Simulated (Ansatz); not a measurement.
In₂Se₃⁻, relaxed as a doublet with UKS PBE-D4/def2-SVPD in Ansatz, starting from the GFN1-xTB geometry. Force threshold 0.02 eV/Å.

In the def2 sets In takes a core potential; there is no spin–orbit coupling. The relaxation made no stability test and no search for a lower SCF solution. Another isomer (doublet) lies 0.05 eV lower at PBE0-D4/def2-TZVPD; other spin states weren't run for this one.

Start:

```xyz
5

In    1.438    0.872    1.206
In   -1.780   -0.656   -0.833
Se    0.973   -1.462   -0.431
Se   -1.339    0.621    1.646
Se    0.708    0.625   -1.588
```

Question: Estimate the energy that the relaxation releases and the steps that it takes.

Answer: 0.33 eV, in 7 steps; 38 s on 4 threads of Arm Neoverse V2 on a shared host. No frequencies were taken in this run, so the end may be a saddle point.

Question: Does the start keep its bonding and symmetry?

Answer: By distances, no bond broke or formed. The bond that changes most is In2–Se4, from 2.82 to 2.71 Å (atoms count from 1). Point group Cs at the start, C2v at the end, both within 0.05 Å; within 0.015 Å the end is Cs.

Question: Predict the relaxed structure.

Answer: 
```csv
atom,x (Å),y (Å),z (Å)
In1,1.173,0.777,1.138
In2,-1.605,-0.551,-0.623
Se3,1.100,-1.546,-0.572
Se4,-1.465,0.713,1.773
Se5,0.797,0.607,-1.716
```
Bond lengths (bridged metal pairs left out): 6 × In–Se 2.71 to 2.89 Å; 1 × Se–Se 2.46 Å.
